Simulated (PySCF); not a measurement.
**Orbital picture of CsS**

CAM-B3LYP at R = 3.108 Å; PySCF, scalar-relativistic core potentials, basis sets Cs def2-SVP with ECP46, S def2-SVP. State: ²Π (doublet), unpaired electrons π ↑. Only the outer orbitals are listed, counted within each symmetry, core potentials removing the inner ones.

```
spin  orbital  occ.  ε (eV)  on Cs (%)           main shells (%)
   α       4σ     1  -31.15        100                  100 Cs s
   α       5σ     1  -17.60         20           79 S s, 20 Cs p
   α       2π     1  -16.47        100                  100 Cs p
   α       2π     1  -16.43        100                  100 Cs p
   α       6σ     1  -15.89         81           80 Cs p, 18 S s
   α       3π     1   -7.00          5                    95 S p
   α       7σ     1   -5.89         11                    89 S p
   α       3π     1   -5.76          8                    92 S p
   α       8σ     0   -0.81         99          82 Cs s, 16 Cs p
   α       4π     0    0.20        100          88 Cs p, 12 Cs d
   α       4π     0    0.20        100          87 Cs p, 13 Cs d
   β       4σ     1  -31.15        100                  100 Cs s
   β       5σ     1  -16.77         61           60 Cs p, 38 S s
   β       2π     1  -16.46        100                  100 Cs p
   β       2π     1  -16.43        100                  100 Cs p
   β       6σ     1  -15.36         41           59 S s, 39 Cs p
   β       7σ     1   -5.51         13                    87 S p
   β       3π     1   -5.38         10                    90 S p
   β       8σ     0   -0.80         98          81 Cs s, 16 Cs p
   β       3π     0   -0.49         33  67 S p, 18 Cs d, 15 Cs p
   β       4π     0    0.21        100          87 Cs p, 13 Cs d
```

Which are the highest filled and the lowest empty level, where do they sit, and how wide is the gap?

Highest filled β 3π at -5.38 eV (in %: 90 S p); lowest empty α 8σ at -0.81 eV (in %: 82 Cs s, 16 Cs p); the gap at CAM-B3LYP is 4.57 eV.

* bond order (Mayer): 0.88
* ⟨S²⟩: 0.753
* charge on Cs (Mulliken, basis-dependent): 0.51
* charge on Cs (Löwdin, basis-dependent): 0.31
* dipole moment (positive dipole means Cs(−)S(+)): -10.26 D
* polarisability along the bond: 77.3 bohr³
* polarisability across the bond: 41.7 bohr³

Spin–orbit coupling is left out. The state was picked by a PBE0 search and need not be the measured ground state.
